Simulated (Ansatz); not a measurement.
Cu₆Se₃⁻: single points at one geometry.

```yaml
crystal:
  periodic: [false, false, false]
  atoms:
    - {symbol: Cu, position_ang: [-1.118903, -1.183240, 0.370866]}
    - {symbol: Cu, position_ang: [-0.158852, 0.149718, -1.661947]}
    - {symbol: Cu, position_ang: [1.301371, -1.405011, -0.290091]}
    - {symbol: Cu, position_ang: [1.649831, 0.978742, -0.128594]}
    - {symbol: Cu, position_ang: [0.772564, -0.248065, 1.758651]}
    - {symbol: Cu, position_ang: [-0.733227, 1.397070, 0.569946]}
    - {symbol: Se, position_ang: [-0.454133, -2.195212, -1.665147]}
    - {symbol: Se, position_ang: [-1.494800, 0.046933, 2.358991]}
    - {symbol: Se, position_ang: [0.236159, 2.459085, -1.312675]}
basis:
  gaussian: {orbitals: def2-SVP, initial_orbitals: start.molden}
total_charge: -1
magnetization: {spin_polarized: true, initial_magnetization: 1}
hamiltonian: {xc: r2scan, dispersion: d4}
scf: {omitted_lower_state_checks: [starts]}
output: {orbitals: {seedname: orbitals}}
```

The file start.molden holds the orbitals of an earlier run on this structure, at another level or in another basis.

```sh
$ ansatz run in.yaml --threads 4 --pin off --events-out ev --progress --plain --max-ram 6963MiB
```

It prints (some lines left out):

```
Functional definition: r2SCAN
3342 factors; their error is unknown
mean field evaluation 1: about -463845.3397 eV, gradient 7.9e0 eV
mean field evaluation 2: about -463845.4994 eV, gradient 2.3e-1 eV
mean field evaluation 4: about -463845.1363 eV, gradient 3.5e-3 eV
mean field -463845.13632577 eV, -17045.9943544462 hartree, gradient 2.2e-5 eV, S^2 0.758525; 0 other end points of the search recorded, 0 dependent functions left out
reference -463845.13636717 eV, -17045.9943559677 hartree; 139, 138 occupied and 143, 144 virtual orbitals, 3342 factors
Total energy: -463845.34015042 eV, -17046.0018448639 hartree
Checks for a lower state left out: starts
```

Hardware: 4 threads of Arm Neoverse V2 on a shared host. Wall time 49 s, peak host memory 1.2 GiB.

First input, but with `hamiltonian: {xc: pbe, dispersion: d4}`, `output: {forces: true, orbitals: {seedname: orbitals}}` (abridged; 19 s):

```
Functional definition: PBE
mean field -463777.01727708 eV, -17043.4910255799 hartree, gradient 8.7e-6 eV, S^2 0.753602
Total energy: -463778.02374096 eV, -17043.5280124450 hartree
Atom 0 force     0.014794     0.014935     0.001617 eV/Å
Atom 1 force     0.007077     0.005609     0.018484 eV/Å
Atom 2 force    -0.015115     0.013515    -0.026777 eV/Å
Atom 3 force     0.008033    -0.002110     0.013689 eV/Å
Atom 4 force    -0.011308     0.011001    -0.009991 eV/Å
Atom 5 force     0.010331    -0.018838    -0.013026 eV/Å
Atom 6 force    -0.003660    -0.009326     0.012122 eV/Å
Atom 7 force    -0.002378     0.000499    -0.007817 eV/Å
Atom 8 force    -0.007775    -0.015285     0.011700 eV/Å
Dipole moment:     0.456280    -0.087974     0.167813 e Å
Checks for a lower state left out: starts
```

Geometry: PBE-D4/def2-SVP.

No other spin state of charge -1 was run. The structure comes from a short search, and lower isomers may exist.
